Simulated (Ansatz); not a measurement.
Geometry optimisation, RKS revPBE-D4/cc-pVDZ (Ansatz 0.2.0).

Input file:

```yaml
crystal:
  periodic: [false, false, false]
  atoms:
    - { symbol: B, position_ang: [-0.912943, -0.676767, 0.035431] }
    - { symbol: "N", position_ang: [1.07536, 1.23295, -0.685713] }
    - { symbol: F, position_ang: [-0.258078, -1.634929, -0.654276] }
    - { symbol: F, position_ang: [-1.868886, 0.040284, -0.5875] }
    - { symbol: H, position_ang: [0.850596, 1.041773, 0.297337] }
    - { symbol: S, position_ang: [-0.683093, -0.459944, 1.874453] }
    - { symbol: H, position_ang: [0.191706, 1.532661, -1.12017] }
    - { symbol: H, position_ang: [1.297671, 0.320327, -1.106497] }
    - { symbol: H, position_ang: [0.307668, -1.396355, 1.946935] }
basis:
  gaussian: { orbitals: cc-pVDZ }
hamiltonian:
  xc: revpbe
  dispersion: d4
relax:
  f_tol: 0.03
  max_steps: 50
```

Launched with:

```bash
$ ansatz run input.yaml --threads 2 --pin off --max-ram 3072MiB --backend cpu --events-out ev --progress --plain --runs-dir out
```

Task: Where does it end, and by what steps?

Result: The run converged. After 6 steps the energy has fallen by 0.034 eV; H5 moved furthest, 0.24 Å.

```csv
step,energy less start (eV),largest force component (eV/Å),accepted
0,0.0000,0.706,yes
1,-0.0237,0.469,yes
2,-0.0311,0.223,yes
3,-0.0278,0.264,no
4,-0.0333,0.088,yes
5,-0.0340,0.042,yes
6,-0.0342,0.008,yes
```

```xyz
9
Properties=species:S:1:pos:R:3
B -0.926 -0.712 0.096
N 1.108 1.301 -0.795
F -0.230 -1.628 -0.612
F -1.843 0.039 -0.551
H 1.011 1.213 0.227
S -0.776 -0.562 1.905
H 0.160 1.518 -1.134
H 1.299 0.346 -1.132
H 0.198 -1.516 1.997
```

Whether the end is a true minimum wasn't checked by a vibrational analysis.

The run took 9.5 s on 2 threads of Intel(R) Xeon(R) Platinum 8488C (Sapphire Rapids), on a shared host, peak memory 0.17 GiB.
